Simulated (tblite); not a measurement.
Species: C6H9O2 (doublet state).
Atom-mapped SMILES: `[CH3:1][O:2][C:3](=[O:4])[C@@H:5]1[CH:6][CH2:7][CH2:8]1` (hydrogens: H9, H10, H11 on C1; H12 on C5; H13 on C6; H14, H15 on C7; H16, H17 on C8)

Computed geometry: GFN2-xTB, gas phase. This method treats the open shell by occupation alone, without spin polarisation.

(1) List the bond lengths, angles and torsions at this level.

Answers

(1) 
| bond | length (Å) |
| --- | --- |
| C1–O2 | 1.422 |
| O2–C3 | 1.339 |
| C3=O4 | 1.203 |
| C3–C5 | 1.517 |
| C5–C6 | 1.488 |
| C6–C7 | 1.482 |
| C7–C8 | 1.541 |
| C5–C8 | 1.540 |
| C1–H9, C1–H10, C1–H11 | 1.090 |
| C5–H12 | 1.093 |
| C6–H13 | 1.072 |
| C7–H14 | 1.093 |
| C7–H15 | 1.095 |
| C8–H16 | 1.086 |
| C8–H17 | 1.087 |

Bonds in one row agree within 0.01 Å and their mean is given. A selection of angles:
| angle | degrees |
| --- | --- |
| O2–C1–H9 | 106.5 |
| O2–C1–H10 | 110.1 |
| H9–C1–H10 | 110.3 |
| H9–C1–H11 | 110.8 |
| C1–O2–C3 | 116.6 |
| O2–C3–O4 | 124.3 |
| O2–C3–C5 | 110.4 |
| O4–C3–C5 | 125.3 |
| C3–C5–C6 | 108.3 |
| C3–C5–C8 | 114.2 |
| C3–C5–H12 | 108.8 |
| C6–C5–C8 | 88.1 |
| C6–C5–H12 | 117.5 |
| C8–C5–H12 | 118.4 |
| C5–C6–C7 | 93.8 |
| C5–C6–H13 | 130.8 |
| C7–C6–H13 | 132.2 |
| C6–C7–C8 | 88.3 |
| C6–C7–H14 | 115.5 |
| C6–C7–H15 | 115.0 |
| C8–C7–H14 | 115.5 |
| C8–C7–H15 | 114.5 |
| H14–C7–H15 | 107.4 |
| C7–C8–H16 | 114.5 |
| C7–C8–H17 | 114.6 |
| C5–C8–C7 | 89.5 |
| C5–C8–H16 | 113.8 |
| C5–C8–H17 | 113.3 |
| H16–C8–H17 | 110.0 |

Dihedral angles: C1–O2–C3–O4 -2° (synperiplanar); O2–C3–C5–C6 -92° (anticlinal); C3–C5–C6–C7 -111° (anticlinal); C5–C6–C7–C8 -4° (synperiplanar); C6–C7–C8–C5 4° (synperiplanar); C3–C5–C8–C7 105° (anticlinal).

Of the pairs four or more bonds apart, O4···H11 is among the closest relative to their van der Waals radii: 2.43 Å, 90 % of the sum of Bondi's values. The C–O distances run from 1.203 Å (C3=O4, drawn double) to 1.422 Å (C1–O2, drawn single), a spread of 0.219 Å. The C–C distances run from 1.482 Å (C6–C7, drawn single) to 1.541 Å (C7–C8, drawn single), a spread of 0.059 Å. The 4-membered ring C5–C6–C7–C8 has internal angles of 88.1° to 93.8° (sum 360°, against 360° for a flat polygon); it is almost planar, 0.03 Å rms from its mean plane, widest ring torsion 4°. C3 (carbon bonded to C and 2 O) is planar (angles 125.3°, 124.3° and 110.4°, sum 359.9°, 0.02 Å off the plane of its three neighbours). C6 (carbon bonded to 2 C and H) is almost planar (angles 132.2°, 130.8° and 93.8°, sum 356.9°, 0.13 Å off the plane of its three neighbours).

Point group: C1 (no symmetry element, even within 0.4 Å). Its lowest GFN2-xTB frequency is 13 cm⁻¹, too small to tell a flat minimum from a shallow saddle. 3 starts were optimised and ended at 0.00, 0.01 and 0.02 kcal/mol (GFN2-xTB); the lowest of these is shown.

One conformer stands for the species.
